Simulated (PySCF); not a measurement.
## CuO under electron impact: the energy ladder

r²SCAN in PySCF with def2-TZVPPD on every atom, for the lowest determinant that a PBE0 search found; no spin–orbit coupling.

```tsv
species	state (unpaired electrons)	Re (Å)	ωe (cm⁻¹)	energy of the minimum from the neutral (eV)	De (eV)	dissociates to
CuO	doublet (π ↑)	1.715	659	0.00	3.11	Cu (3d10 4s1) + O
CuO⁺	triplet (π ↑↑)	1.753	589	9.24	1.91	Cu⁺ (3d10) + O
CuO⁻	singlet (closed shell)	1.670	759	-1.61	3.21	Cu (3d10 4s1) + O⁻
```

Task: Work out the lowest energy to break CuO into atoms, from its vibrational ground state.

Result: D0 = De − ωe/2 = 3.11 − 0.04 = 3.07 eV (r²SCAN/def2-TZVPPD).

Task: Work out the ionisation energy of the Cu atom at this level and the threshold of dissociative ionisation.

Result: IE(Cu) = 9.24 + 1.91 − 3.11 = 8.04 eV, so Cu⁺ (3d10) + O + e⁻ appears at D0 + IE(Cu) = 11.11 eV (r²SCAN/def2-TZVPPD). The measured IE(Cu) is 7.726 eV (NIST ASD).

Task: Work out the electron affinity of the O atom and the threshold of dissociative attachment.

Result: EA(O) = 3.11 − 3.21 − (-1.61) = 1.51 eV, so Cu (3d10 4s1) + O⁻ needs D0 − EA(O) = 1.56 eV (r²SCAN/def2-TZVPPD). The measured EA(O) is 1.461 eV.

Task: At which energy does ion-pair formation open?

Result: Cu⁺ + O⁻ lies at D0 + IE(Cu) − EA(O) = 9.60 eV (r²SCAN/def2-TZVPPD).

These are thermodynamic thresholds; the onsets seen under electron impact lie higher where the geometry changes, and cross-sections peak well above them.

For an ion De counts to the pair picked by the measured ionisation energies or electron affinities, which need not be the lowest pair at this level. The highest Kohn–Sham level is positive in this anion. Much of that is self-interaction error, but it also means that the finite basis helps to hold the extra electron. The state is the lowest single determinant that the PBE0 search found; with open d or f shells the true ground state can be another one.
